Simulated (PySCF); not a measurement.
Computed data sheet: `CS[SiH2][Si@H](C)[SiH2][SiH3]`

Species: C2H14SSi4.
Cartesian coordinates in Å at the GFN2-xTB level; atoms count from 1:
```
atom  x, y, z in Å
C1     3.0810    1.9115   -0.3639
S2     1.4086    1.2898   -0.6876
Si3    1.6732   -0.7971   -0.1925
Si4   -0.4610   -1.6941   -0.2515
C5    -1.2186   -1.3127   -1.9610
Si6   -1.9022   -0.8991    1.4082
Si7   -2.1601    1.4024    1.5136
H8     3.0878    2.9633   -0.6307
H9     3.7968    1.3678   -0.9732
H10    3.3137    1.7917    0.6901
H11    2.3057   -0.7701    1.1319
H12    2.7465   -1.2424   -1.0898
H13   -0.2632   -3.1604   -0.2161
H14   -0.6680   -1.7982   -2.7615
H15   -2.2509   -1.6450   -2.0255
H16   -1.2017   -0.2434   -2.1550
H17   -1.4185   -1.4250    2.6979
H18   -3.2149   -1.5545    1.2620
H19   -0.9204    2.0639    1.9178
H20   -3.1883    1.8202    2.4723
H21   -2.5547    1.9482    0.2142
```

Structural features include: Si–H bond and C–Si bond.

**GFN2-xTB geometry**

| Item | Value |
| --- | --- |
| Point group of the GFN2-xTB geometry | C1 |
| Rotational constants A, B, C of the GFN2-xTB geometry | 1.104, 0.628, 0.478 GHz |

From PBE0/pcSseg-1 ground state and GIAO shieldings, non-relativistic (PySCF):

| Quantity | Value |
| --- | --- |
| Dipole moment | 1.00 D |
| HOMO energy | -6.71 eV |
| LUMO energy | -0.62 eV |
| HOMO–LUMO gap | 6.09 eV |
| Lowest Hirshfeld atomic charge | -0.21 e on C5 |
| Highest Hirshfeld atomic charge | +0.21 e on Si3/Si7 |
| 13C chemical shifts (computed TMS as zero) by class | 19.0 (C1), -8.0 (C5) ppm |
| 1H chemical shifts (computed TMS as zero) by class | 4.78 (H12), 4.48 (H11), 4.27 (H13), 3.61 (H19/H20/H21), 3.50 (H18), 3.44 (H17), 2.11 (H8/H9/H10), 0.32 (H14/H15/H16) ppm |
| Isotropic shieldings of nuclei other than C and H, by class | 393 (Si3), 432 (Si4), 464 (Si7), 473 (Si6), 726 (S2) ppm |
| Mayer bond orders between heavy atoms | C1–S2 1.00, S2–Si3 0.93, Si3–Si4 0.89, Si4–C5 0.94, Si4–Si6 0.90, Si6–Si7 0.90 |

Monoisotopic mass from the formula: 181.9893 u.

The rotational constants make it an asymmetric top with κ = (2B − A − C)/(A − C) = -0.52, nearer the prolate limit (−1). The dipole equals about 3.3 × 10⁻³⁰ C·m (1 D = 3.33564 × 10⁻³⁰ C·m). With B = h/(8π²I), that is 505.379 GHz u Å² over I, the principal moments of inertia are 457.7, 805.2 and 1056.6 u Å² (most abundant isotopes); the inertial defect Ic − Ia − Ib is -206.3 u Å² (zero for a rigid planar frame, negative otherwise).

One conformer (not necessarily the lowest) at the GFN2-xTB geometry, without solvent or vibrations. NMR classes are plain means over equivalent atoms (diastereotopic ones count apart unless rotation or inversion swaps them), as if these changed places fast; in this geometry the members of some classes differ.
